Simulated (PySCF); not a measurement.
Compound: tert-butyl isocyanate, C₅H₉NO.
SMILES with atom numbers: `[CH3:1][C:2]([CH3:3])([CH3:4])[N:5]=[C:6]=[O:7]` (hydrogens: H8, H9, H10 on C1; H11, H12, H13 on C3; H14, H15, H16 on C4)

Computed with PBE0-D3(BJ)/def2-SVP geometry optimisation, gas phase (PySCF).

Question: What internal coordinates does the optimisation give?

Answer: 
```
                  bond  length (Å)
   C1–C2, C2–C3, C2–C4       1.529
                 C2–N5       1.446
                 N5=C6       1.198
                 C6=O7       1.173
C1–H8 and 8 like bonds       1.100
```

Bonds in one row agree within 0.01 Å and their mean is given. A selection of angles:
```
     angle  degrees
  C2–C1–H8    110.5
  C2–C1–H9    110.4
  H8–C1–H9    108.4
  C1–C2–C3    110.5
  C1–C2–C4    110.3
  C1–C2–N5    109.1
  C4–C2–N5    107.6
H14–C4–H16    108.6
  C2–N5–C6    145.1
  N5–C6–O7    174.2
```

Dihedral angles: C1–C2–N5–C6 -59° (synclinal).

The C–N distances run from 1.198 Å (N5=C6, drawn double) to 1.446 Å (C2–N5, drawn single), a spread of 0.248 Å. All 3 C–C bonds measure 1.528 to 1.530 Å.

Point group: Cs (tolerance 0.08 Å). No frequency check.
